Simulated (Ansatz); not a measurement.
Computed with Ansatz on PBE0-D4/def2-TZVP structures; ΔE is electronic, products minus reactants. CCSD(T)/CBS adds triple-zeta CCSD(T) − MP2 to the extrapolated MP2 energy (def2 sets, frozen cores). This one scheme is used for every species, atoms too. DFT in def2-TZVPP. B3LYP here is the variant with VWN-RPA as its local correlation; programs differ in this. No spin–orbit coupling; open shells (•) take unrestricted orbitals. Each species was taken in one conformer, which may not be the lowest.

`[SiH3]S[SiH2]Cl` + H• → `[SiH2]S[SiH2]Cl`• + H₂  (hydrogen abstraction from the Si–H bond)

| level | ΔE (kJ/mol) | difference from CCSD(T)/CBS |
| --- | --- | --- |
| PBE-D4 | -68.6 | -8.7 |
| r2SCAN-D4 | -73.1 | -13.2 |
| PBE0-D4 | -61.1 | -1.2 |
| B3LYP-D4 | -73.4 | -13.5 |
| ωB97X-V | -52.0 | 7.9 |
| ωB97M-V | -54.9 | 5.0 |
| B2PLYP | -64.0 | -4.1 |
| PBE | -68.8 | -8.9 |
| r2SCAN | -73.3 | -13.4 |
| PBE0 | -61.3 | -1.4 |
| B3LYP | -73.6 | -13.7 |
| HF/def2-TZVPP | -33.8 | 26.1 |
| MP2/def2-TZVPP | -48.4 | 11.5 |
| SCS-MP2/def2-TZVPP | -52.1 | 7.8 |
| CCSD/def2-TZVPP | -60.0 | -0.1 |
| CCSD(T)/def2-TZVPP | -60.2 | -0.3 |
| HF/def2-QZVPP | -34.2 | 25.7 |
| MP2/def2-QZVPP | -48.4 | 11.5 |
| SCS-MP2/def2-QZVPP | -51.9 | 8.0 |
| HF/CBS(def2) | -34.2 | 25.7 |
| MP2/CBS(def2) | -48.1 | 11.8 |
| CCSD/CBS(def2) | -59.7 | 0.2 |
| CCSD(T)/CBS | -59.9 | 0 |

Largest T1 diagnostic among the species: 0.014.

From PBE to PBE0 (25 % exact exchange), in def2-TZVPP and without D4, ΔE moves by +7.5 kJ/mol. In def2-TZVPP, CCSD(T) changes the Hartree–Fock value by −26.3 kJ/mol (the triples alone add −0.2 kJ/mol) and MP2 by −14.6 kJ/mol.
